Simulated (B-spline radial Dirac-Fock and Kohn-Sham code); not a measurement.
Tm³⁶⁺: eigenvalues, ΔSCF and the reference

System: Tm³⁶⁺, configuration [Ar] 3d10 4s2 4p3.

The density-functional columns are spherical, spin-unpolarised Dirac-Kohn-Sham results without Breit or QED terms: −ε is minus the orbital energy of the initial state and ΔSCF the difference of two total energies. The reference in the last column comes from Dirac-Fock energy differences between relaxed states, corrected for Breit and QED terms. All numbers are from a B-spline atomic structure program, in eV; a selection of levels is shown. The Kohn-Sham columns are given as differences from the reference. For the 1s level of heavy atoms much of the gap between ΔSCF and the reference is the Breit and QED part, -277.2 eV here; for other levels the error of the functional can be larger.

```csv
level,LDA −ε − DF,LDA ΔSCF − DF,Dirac-Fock
K,-269.3,+264.1,60963.0
L1,-177.1,-57.7,11681.3
L3,-143.5,-12.4,10208.7
M1,-97.8,-47.3,3802.4
M3,-78.3,-28.3,3369.8
M4,-55.7,+0.9,3012.0
M5,-56.8,-1.1,2965.6
N1,-23.9,+2.0,1745.3
"N2,3",-20.7,+4.6,1613.2
```

Values without a named source are computed, but for edge energies of neutral atoms, which are taken from tables.
